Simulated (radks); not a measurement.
Results of a calculation; reference values are marked as such.
Cl II, configuration [Ne] 3s2 3p4 (the NIST ground configuration).

Level of theory: Dirac Kohn-Sham, Slater X-alpha with alpha = 0.919, spin-unpolarised, spherical densities, finite nucleus; open shells fill j = l - 1/2 first; Fermi nuclear charge, rms radius 3.3654 fm (a radial shooting solver on a logarithmic mesh with Libxc functionals).

Energy parts (Ry):
| part | energy |
|---|---|
| total | -935.78512 |
| kinetic | 941.83678 |
| electron-nucleus | -2207.05818 |
| Hartree | 399.66493 |
| exchange | -70.22866 |

Orbitals (lengths in bohr, moments of r in powers of bohr; <r^-3> diverges for s and p1/2):
[
 {"orbital": "1s1/2", "occ.": "2", "eigenvalue (Ry)": "-205.9381", "<r^-3>": "-", "<1/r>": "16.72"},
 {"orbital": "2s1/2", "occ.": "2", "eigenvalue (Ry)": "-20.31376", "<r^-3>": "-", "<1/r>": "3.350"},
 {"orbital": "2p1/2", "occ.": "2", "eigenvalue (Ry)": "-16.00249", "<r^-3>": "-", "<1/r>": "3.274"},
 {"orbital": "2p3/2", "occ.": "4", "eigenvalue (Ry)": "-15.87168", "<r^-3>": "105.5", "<1/r>": "3.249"},
 {"orbital": "3s1/2", "occ.": "2", "eigenvalue (Ry)": "-2.55684", "<r^-3>": "-", "<1/r>": "0.9544"},
 {"orbital": "3p1/2", "occ.": "2", "eigenvalue (Ry)": "-1.61102", "<r^-3>": "-", "<1/r>": "0.8339"},
 {"orbital": "3p3/2", "occ.": "2", "eigenvalue (Ry)": "-1.59933", "<r^-3>": "9.504", "<1/r>": "0.8294"}
]

The highest occupied level is 3p3/2 at -21.760 eV. The electron density at the nucleus is 3614 e/bohr^3. For comparison, the ionisation energy in NIST's Atomic Spectra Database is 23.814 eV (measured). In exact Kohn-Sham theory the highest level is minus the ionisation energy, but local and semilocal functionals leave it too shallow, through self-interaction and a potential that decays too fast; potentials with the right tail come closer.

Beside tabulated values, note that spin-unpolarised runs miss the spin-polarisation part of the exchange energy of open shells.
